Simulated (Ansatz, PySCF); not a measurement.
BF, charge +1, doublet, geometry from GFN2-xTB (a state made from the parent by changing its charge; the spin is typed, not shown lowest). Base run: CCSD(T)/6-311G** run with PySCF.

Here is a job for PySCF.
```python
from pyscf import gto, scf, cc

mol = gto.Mole()
mol.atom = '''
    B    -0.00000000   -0.00000000   -0.77001619
    F     0.00000000    0.00000000    0.42778677
'''
mol.basis = '6-311g**'
mol.charge = 1
mol.spin = 1
mol.verbose = 4
mol.build()

mf = scf.UHF(mol)
mf.kernel()

mycc = cc.CCSD(mf)
mycc.kernel()
et = mycc.ccsd_t()
print('E(CCSD(T)) = %.10f' % (mycc.e_tot + et))
```

The same geometry, method and basis name were run in Ansatz (a first-principles code) and PySCF, at each program's defaults and at the settings that a row names. The base is PySCF at its defaults. Differences at the defaults can come from grids, fitting, cores and function types together.

```tsv
code and settings	ΔE vs base (mEh)	basis functions	E (Eh)	SCF cycles
PySCF, defaults (exact integrals, spherical functions, all electrons correlated)	0.000	36	-124.06455	11
Ansatz, defaults (factorised integrals, spherical functions, frozen core)	36.797	36	-124.02775	-
PySCF, frozen core	36.796	36	-124.02775	11
Ansatz, high accuracy, frozen core	36.796	36	-124.02775	-
```

Open shells are given as the SCF converged; they aren't shown to be the lowest states, and a large step between rows can be another state.
